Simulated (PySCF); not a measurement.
**Dipole response of Li⁻ (lithium, charge -1)**

[He] 2s2, closed-shell 1S. Computed with PySCF 2.14 in x2c-TZVPPall with one added diffuse shell each of s, p type (6s4p1d, 23 functions), with scalar relativity by spin-free X2C-1e. Coupled (time-dependent) response in atomic units; α is the mean over directions.

```csv
method,mean α (bohr³),C₆ (like pair),S(−4)
UHF,850.0,22010,535900
```

S(−4) is the Cauchy moment in α(ω) = α(0) + S(−4) ω² + …

α(iu) at UHF:

```json
{"u (hartree)": "0", "α(iu) (bohr³)": "850.0"}
{"u (hartree)": "0.0500", "α(iu) (bohr³)": "337.0"}
{"u (hartree)": "0.100", "α(iu) (bohr³)": "126.3"}
{"u (hartree)": "0.200", "α(iu) (bohr³)": "38.39"}
{"u (hartree)": "0.300", "α(iu) (bohr³)": "18.32"}
{"u (hartree)": "0.500", "α(iu) (bohr³)": "7.147"}
{"u (hartree)": "0.750", "α(iu) (bohr³)": "3.408"}
{"u (hartree)": "1.00", "α(iu) (bohr³)": "2.027"}
{"u (hartree)": "1.50", "α(iu) (bohr³)": "0.9869"}
{"u (hartree)": "2.00", "α(iu) (bohr³)": "0.5983"}
{"u (hartree)": "3.00", "α(iu) (bohr³)": "0.2980"}
{"u (hartree)": "5.00", "α(iu) (bohr³)": "0.1236"}
```

A single London oscillator, α(iu) = α/(1 + u²/ω²), gives C₆ = (3/4) ω α². Matching the computed C₆ needs ω = 4 × 22010 / (3 × 850.0²) = 0.0406 hartree.

For an ion, C₆ is the dispersion term alone; charge-induced terms of lower order in 1/R come first.
